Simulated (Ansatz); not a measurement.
SiAu₃⁺. The state is a triplet with charge 1. Geometry PBE-D4/def2-SVP.

```csv
atom,x (Å),y (Å),z (Å)
Au1,-1.700,-0.257,1.673
Au2,1.448,1.295,-0.227
Au3,0.067,-0.465,-1.899
Si4,0.185,-0.574,0.452
```

In the def2 sets Au takes a core potential; there is no spin–orbit coupling. LC-ωPBE has ω = 0.4 bohr⁻¹. B3LYP takes the VWN-RPA correlation. At PBE0-D4/def2-TZVP a singlet of charge 1 lies 0.60 eV below the triplet, each at its own geometry. The structure comes from a short search, and lower isomers may exist.

Problem. Estimate the α-spin orbital energies around the gap (eV) in Ansatz with PBE-D4/def2-TZVP, BLYP-D4/def2-TZVP, B3LYP-D4/def2-TZVP, PBE0-D4/def2-TZVP, LC-ωPBE/def2-TZVP.

Solution. 
```tsv
orbital	PBE-D4/def2-TZVP	BLYP-D4/def2-TZVP	B3LYP-D4/def2-TZVP	PBE0-D4/def2-TZVP	LC-ωPBE/def2-TZVP
HOMO−13	-13.27	-13.11	-14.42	-14.70	-17.29
HOMO−12	-13.18	-13.03	-14.36	-14.64	-17.21
HOMO−11	-13.18	-13.03	-14.34	-14.61	-17.15
HOMO−10	-13.01	-12.86	-14.15	-14.41	-16.94
HOMO−9	-12.98	-12.83	-14.15	-14.40	-16.89
HOMO−8	-12.83	-12.69	-13.99	-14.25	-16.74
HOMO−7	-12.70	-12.56	-13.80	-14.05	-16.61
HOMO−6	-12.50	-12.34	-13.68	-13.96	-16.48
HOMO−5	-12.49	-12.34	-13.67	-13.95	-16.46
HOMO−4	-12.29	-12.15	-13.50	-13.77	-16.31
HOMO−3	-12.28	-12.14	-13.49	-13.76	-16.29
HOMO−2	-11.53	-11.41	-12.24	-12.35	-14.36
HOMO−1	-10.61	-10.47	-11.16	-11.28	-13.16
HOMO	-10.39	-10.26	-10.92	-11.03	-12.95
LUMO	-8.00	-7.89	-7.41	-7.17	-5.09
LUMO+1	-7.67	-7.55	-7.05	-6.82	-4.74
LUMO+2	-7.16	-7.07	-6.57	-6.31	-4.25
LUMO+3	-5.45	-5.34	-4.97	-4.79	-3.15
LUMO+4	-4.88	-4.79	-4.40	-4.18	-2.46
LUMO+5	-4.66	-4.58	-4.18	-3.96	-2.23
β HOMO	-11.34	-11.25	-12.01	-12.08	-14.09
β LUMO	-10.05	-10.01	-9.39	-9.03	-6.59
```
